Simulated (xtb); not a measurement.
xtb input:

```bash
xtb mol.xyz --gfn 2 --sp --chrg 0 --uhf 0
```
mol.xyz:
```
3

Sn     0.00000000     0.00000000     0.00000000
O     -0.00000000    -0.00000000    -1.81395677
O      0.00000000     0.00000000     1.81395677
```

### Question
Which total energy does the run end on?

### Answer
-10.16075 Eh (GFN2-xTB).
